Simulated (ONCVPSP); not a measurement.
# Ga (Z = 31), ONCV: configuration errors across variants

Ga, optimised norm-conserving Vanderbilt (ONCV), made with ONCVPSP 4.0.1 (PBE, scalar-relativistic). Core [Ar] 3d10, reference 4s1.5 (charge +1.5). Waves: 4s: rc 1.50 bohr, ncon 4, nbas 7, qcut 3.6 1/bohr, 2 projectors, debl 3.2 Ha; p scattering state at 0.32 Ha: rc 1.30 bohr, ncon 4, nbas 8, qcut 5.9 1/bohr, 2 projectors, debl 0.7 Ha. Local part: polynomial inside 0.85 bohr (lpopt 5, dvloc0 4 Ha). Core correction: Teter function, fcfact 5, rcfact 1.

All-electron excitation energies from the reference (eV): (1) 4s2 4p1 -15.035; (2) 4s2 -9.347; (3) 4s1 11.782; (4) 4s0 4p3 -1.664.

A true bound ghost makes a file unfit for plane-wave use even where its test errors are small: the radial tests pick states by their node count and pass the ghost by.

Errors AE − PS in meV (a dash: test not solved or not reliable):

```tsv
change	(1)	(2)	(3)	(4)	bound ghosts	GHOST(+) flags above zero
base	+68	+12	+25	+226	p, s	p
core correction Teter function, fcfact 1.4, rcfact 1	+63	+13	+27	–	p, s	p
core correction Teter function, fcfact 2.1, rcfact 1	+63	+12	+26	–	p, s	p
core correction Teter function, fcfact 2.6, rcfact 1	+64	+11	+26	+247	p, s	p
core correction Teter function, fcfact 4.1, rcfact 1	+67	+12	+26	+235	p, s	p
core correction Teter function, fcfact 4.9, rcfact 1	+68	+12	+25	+227	p, s	p
core correction Teter function, fcfact 5.7, rcfact 1	+69	+12	+25	+219	p, s	p
core correction Teter function, fcfact 6.1, rcfact 1	+69	+11	+24	+215	p, s	p
core correction Teter function, fcfact 7.2, rcfact 1	+69	+11	+23	+205	p, s	p
core correction Teter function, fcfact 7.6, rcfact 1	+69	+11	+22	+201	p, s	p
```

Task: Give the same row for: core correction Teter function, fcfact 3.5, rcfact 1.

Result: +66, +11, +26, +240; bound ghosts: p, s; GHOST(+) flags above zero: p.
